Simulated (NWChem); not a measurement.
CH6N cation; SMILES C[NH3+]

Computed with NWChem. Structure relaxed at the B3LYP/6-31G* (spherical d) level. Level: PBE/def2-SVP with SMD (1 M gas to 1 M solution), gas-phase geometry. Reactions with the solvent are ignored.

Question: Among these, which solvent gives the highest value of “solvation free energy (kcal/mol)”?
A. water
B. 1-octanol
C. ethanol
D. 1,4-dioxane

Answer: D, 1,4-dioxane. Values: ethanol -73.0; water -72.5; 1-octanol -68.1; 1,4-dioxane -40.9
